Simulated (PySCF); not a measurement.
PySCF input for Mg(OH)(NH2) (H3MgNO), SMILES [NH2][Mg][OH], TDDFT-PBE0/def2-SVPD. Coordinates come from a TPSSh-D3(BJ)/def2-TZVP optimisation. The values are those of a single conformer.

```python
import numpy as np
from pyscf import gto, scf, dft, tdscf

mol = gto.M(
    atom='''
    Mg    0.04440439   -0.01484518    0.00000000
    O     1.82433481    0.06748900   -0.00000000
    H     2.67490769   -0.36187487    0.00000000
    N    -1.84437331   -0.00209728    0.00000000
    H    -2.44591282    0.00739299   -0.81344334
    H    -2.44591282    0.00739299    0.81344333
    ''',
    basis='def2-SVPD',
    charge=0,
    spin=0,
    symmetry=True,
    max_memory=1600,
    verbose=4,
)
mf = dft.RKS(mol, xc='pbe0').density_fit(auxbasis='def2-universal-jkfit')
mf.grids.level = 3
mf.conv_tol = 1e-9
mf.max_cycle = 100
mf.kernel()
mf.grids = dft.Grids(mol).set(level=1).build(with_non0tab=True)  # coarser grid for the response kernel
td = tdscf.TDDFT(mf)
td.singlet = True
td.nstates = 10
td.conv_tol = 1e-4
td.kernel(x0=td.get_init_guess(mf, 15))
td.analyze()
tt = tdscf.TDA(mf)
tt.singlet = False
tt.nstates = 4
tt.conv_tol = 1e-4
tt.kernel(x0=tt.get_init_guess(mf, 9))
tt.analyze(verbose=3)
```

Log of the run:

```
PySCF version 2.14.0

[INPUT] verbose = 4
[INPUT] num. atoms = 6
[INPUT] num. electrons = 30
[INPUT] charge = 0
[INPUT] spin (= nelec alpha-beta = 2S) = 0
[INPUT] symmetry True subgroup None
[INPUT] Mole.unit = angstrom
[INPUT] Symbol           X                Y                Z      unit          X                Y                Z       unit  Magmom
[INPUT]  1 Mg     0.044404390000  -0.014845180000   0.000000000000 AA    0.083912135828  -0.028053324470   0.000000000000 Bohr   0.0
[INPUT]  2 O      1.824334810000   0.067489000000   0.000000000000 AA    3.447493150410   0.127535726421   0.000000000000 Bohr   0.0
[INPUT]  3 H      2.674907690000  -0.361874870000   0.000000000000 AA    5.054842942593  -0.683844395663   0.000000000000 Bohr   0.0
[INPUT]  4 N     -1.844373310000  -0.002097280000   0.000000000000 AA   -3.485360427358  -0.003963284807   0.000000000000 Bohr   0.0
[INPUT]  5 H     -2.445912820000   0.007392990000  -0.813443340000 AA   -4.622105354363   0.013970726342  -1.537185130451 Bohr   0.0
[INPUT]  6 H     -2.445912820000   0.007392990000   0.813443330000 AA   -4.622105354363   0.013970726342   1.537185111554 Bohr   0.0

nuclear repulsion = 82.4202225750338
point group symmetry = Cs
symmetry origin: [ 2.51963475e-09 -6.29908715e-10 -6.29908703e-10]
symmetry axis x: [1.00000000e+00 6.07377804e-10 3.58333704e-10]
symmetry axis y: [ 6.07377804e-10 -1.00000000e+00 -6.41083349e-11]
symmetry axis z: [-3.58333704e-10 -6.41081072e-11  1.00000000e+00]
num. orbitals of irrep A' = 59
num. orbitals of irrep A" = 29
number of shells = 38
number of NR pGTOs = 132
number of NR cGTOs = 88
basis = def2-SVPD
ecp = {}


[settings echo left out]
init E= -331.408256208527
HOMO (A') = -0.312501925603033  LUMO (A') = -0.106777738862104  gap/eV = 5.59804
cycle= 1 E= -331.313711619057  delta_E= 0.0945  |g|= 0.966  |ddm|= 3.24
HOMO (A') = -0.0891785211673968  LUMO (A') = -0.00330072639284484  gap/eV = 2.33685
cycle= 2 E= -330.697137778885  delta_E= 0.617  |g|= 1.91  |ddm|=  2.2
HOMO (A') = -0.219289083623234  LUMO (A') = -0.0382469578311229  gap/eV = 4.92641
cycle= 3 E= -331.505212580128  delta_E= -0.808  |g|= 0.157  |ddm|= 1.42
HOMO (A') = -0.252582528683542  LUMO (A') = -0.0379033795081209  gap/eV = 5.84172
cycle= 4 E= -331.507524527602  delta_E= -0.00231  |g|= 0.124  |ddm|= 0.245
HOMO (A') = -0.233784548589977  LUMO (A') = -0.0350310757990422  gap/eV = 5.40836
cycle= 5 E= -331.510849815779  delta_E= -0.00333  |g|= 0.00745  |ddm|= 0.103
HOMO (A') = -0.233839265751623  LUMO (A') = -0.0345658638781328  gap/eV = 5.42251
cycle= 6 E= -331.510861441125  delta_E= -1.16e-05  |g|= 0.00181  |ddm|= 0.0105
HOMO (A') = -0.233775559510738  LUMO (A') = -0.0346619842242624  gap/eV = 5.41816
cycle= 7 E= -331.51086214582  delta_E= -7.05e-07  |g|= 0.000183  |ddm|= 0.00245
HOMO (A') = -0.233795760536929  LUMO (A') = -0.0346545032646741  gap/eV = 5.41891
cycle= 8 E= -331.510862155663  delta_E= -9.84e-09  |g|= 3.03e-05  |ddm|= 0.000682
HOMO (A') = -0.233796767131284  LUMO (A') = -0.0346561873998517  gap/eV = 5.41889
cycle= 9 E= -331.510862156016  delta_E= -3.53e-10  |g|= 6.77e-06  |ddm|= 8.4e-05
HOMO (A') = -0.233797381357363  LUMO (A') = -0.0346560460579304  gap/eV = 5.41891
Extra cycle  E= -331.510862156022  delta_E= -5.63e-12  |g|= 7.02e-06  |ddm|= 2.6e-05
converged SCF energy = -331.510862156022
tot grids = 23952


******** <class 'pyscf.tdscf.rks.TDDFT'> for <class 'pyscf.df.df_jk.DFSymAdaptedRKS'> ********
nstates = 10 singlet
deg_eia_thresh = 1.000e-03
wfnsym = None
conv_tol = 0.0001
eigh lindep = 1e-12
eigh level_shift = 0
eigh max_cycle = 100


Excitation energies (eV)
[4.11109922 5.39461013 5.59975041 5.7490925  5.76165635 6.03480693
 7.05009021 7.09137839 7.10143413 7.18719433]

** Singlet excitation energies and oscillator strengths **
Excited State   1:   A'      4.11110 eV    301.58 nm  f=0.0508
      15 -> 16        0.70251
Excited State   2:   A"      5.39461 eV    229.83 nm  f=0.0000
      15 -> 17        0.69469
      15 -> 20        0.12219
Excited State   3:   A"      5.59975 eV    221.41 nm  f=0.0499
      14 -> 16        0.69969
Excited State   4:   A'      5.74909 eV    215.66 nm  f=0.0025
      13 -> 16        0.25234
      15 -> 18       -0.61278
      15 -> 19        0.20334
Excited State   5:   A'      5.76166 eV    215.19 nm  f=0.0794
      13 -> 16       -0.64210
      15 -> 18       -0.20112
      15 -> 19        0.18078
Excited State   6:   A'      6.03481 eV    205.45 nm  f=0.0282
      15 -> 18        0.25590
      15 -> 19        0.63880
Excited State   7:   A"      7.05009 eV    175.86 nm  f=0.0017
      13 -> 17       -0.69350
      13 -> 20       -0.12027
Excited State   8:   A'      7.09138 eV    174.84 nm  f=0.0061
      13 -> 18        0.20530
      13 -> 19        0.25196
      14 -> 17        0.61172
Excited State   9:   A"      7.10143 eV    174.59 nm  f=0.0000
      15 -> 17       -0.11464
      15 -> 20        0.68216
      15 -> 25        0.12287
Excited State  10:   A"      7.18719 eV    172.51 nm  f=0.0033
      14 -> 18       -0.61831
      14 -> 19       -0.30672
      14 -> 22       -0.12638

** Transition electric dipole moments (AU) **
state          X           Y           Z        Dip. S.      Osc.
  1         0.0377     -0.7095     -0.0000      0.5048      0.0508
  2         0.0000      0.0000      0.0038      0.0000      0.0000
  3         0.0000      0.0000      0.6032      0.3638      0.0499
  4        -0.0009     -0.1341     -0.0000      0.0180      0.0025
  5        -0.2729     -0.6986      0.0000      0.5625      0.0794
  6         0.4360      0.0249      0.0000      0.1908      0.0282
  7        -0.0000     -0.0000      0.1006      0.0101      0.0017
  8        -0.1870      0.0163      0.0000      0.0352      0.0061
  9        -0.0000     -0.0000     -0.0048      0.0000      0.0000
 10         0.0000      0.0000     -0.1369      0.0188      0.0033

** Transition velocity dipole moments (imaginary part, AU) **
state          X           Y           Z        Dip. S.      Osc.
  1         0.0054     -0.1103     -0.0000      0.0122      0.0538
  2         0.0000     -0.0000      0.0004      0.0000      0.0000
  3         0.0000      0.0000      0.1247      0.0156      0.0504
  4         0.0054     -0.0486      0.0000      0.0024      0.0075
  5        -0.0624     -0.1575      0.0000      0.0287      0.0904
  6         0.0785      0.0015      0.0000      0.0062      0.0185
  7        -0.0000     -0.0000      0.0262      0.0007      0.0018
  8        -0.0485      0.0038      0.0000      0.0024      0.0061
  9        -0.0000     -0.0000     -0.0008      0.0000      0.0000
 10         0.0000     -0.0000     -0.0342      0.0012      0.0030

** Transition magnetic dipole moments (imaginary part, AU) **
state          X           Y           Z
  1         0.0000     -0.0000     -0.5286
  2         0.2364     -0.0175     -0.0000
  3         0.0365      0.5535     -0.0000
  4         0.0000      0.0000     -0.3918
  5         0.0000     -0.0000      0.3627
  6         0.0000     -0.0000     -0.1168
  7        -0.0012      0.2476     -0.0000
  8         0.0000     -0.0000     -0.0526
  9         0.1869     -0.0126     -0.0000
 10         0.0190     -0.0606      0.0000


******** <class 'pyscf.tdscf.rks.TDA'> for <class 'pyscf.df.df_jk.DFSymAdaptedRKS'> ********
nstates = 4 triplet
deg_eia_thresh = 1.000e-03
wfnsym = None
conv_tol = 0.0001
eigh lindep = 1e-12
eigh level_shift = 0
eigh max_cycle = 100


Excitation energies (eV)
[3.77744088 5.30994166 5.3362211  5.34975589]

** Triplet excitation energies and oscillator strengths **
Excited State   1:   A'      3.77744 eV    328.22 nm  f=0.0000
Excited State   2:   A"      5.30994 eV    233.49 nm  f=0.0000
Excited State   3:   A'      5.33622 eV    232.34 nm  f=0.0000
Excited State   4:   A"      5.34976 eV    231.76 nm  f=0.0000
```

The run converged.

Cost: roughly 30 core-seconds.
